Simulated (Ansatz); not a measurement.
One change: `[SiH3]O[SiH2][SiH3]` becomes `C=N[SiH2]O[SiH3]`.

Ansatz, PBE0-D4/def2-TZVP geometries, multiplicity 1. Each molecule was computed in one conformer, which needn't be the lowest.

| property | `[SiH3]O[SiH2][SiH3]` |
| --- | --- |
| HOMO energy (ωB97M-V/def2-TZVPP) / eV | -10.07 |
| LUMO energy (B3LYP/def2-TZVPP) / eV | -0.78 |
| HOMO energy (B3LYP/def2-TZVPP) / eV | -7.80 |
| size of the dipole moment (B3LYP/def2-TZVPP) / D | 0.24 |
| HOMO–LUMO gap (PBE0/def2-TZVPP) / eV | 7.38 |
| HOMO–LUMO gap (ωB97M-V/def2-TZVPP) / eV | 11.19 |

(1) Give the same properties after the change, and the shifts. (Best estimate.)

Answers

(1) Computed: 
| property | `C=N[SiH2]O[SiH3]` | shift |
| --- | --- | --- |
| HOMO energy (ωB97M-V/def2-TZVPP) / eV | -9.67 | 0.40 |
| LUMO energy (B3LYP/def2-TZVPP) / eV | -1.27 | -0.49 |
| HOMO energy (B3LYP/def2-TZVPP) / eV | -7.09 | 0.71 |
| size of the dipole moment (B3LYP/def2-TZVPP) / D | 1.39 | 1.15 |
| HOMO–LUMO gap (PBE0/def2-TZVPP) / eV | 6.29 | -1.09 |
| HOMO–LUMO gap (ωB97M-V/def2-TZVPP) / eV | 10.87 | -0.32 |

With PBE0 the HOMO rises by 0.68 eV and the LUMO falls by 0.40 eV, so the gap narrows by about 1.08 eV. PBE moves the HOMO by 0.90 eV and ωB97M-V by 0.40 eV. Dipoles are sizes alone; their direction can turn.

B3LYP here is the variant with VWN-RPA as its local correlation; programs differ in this.
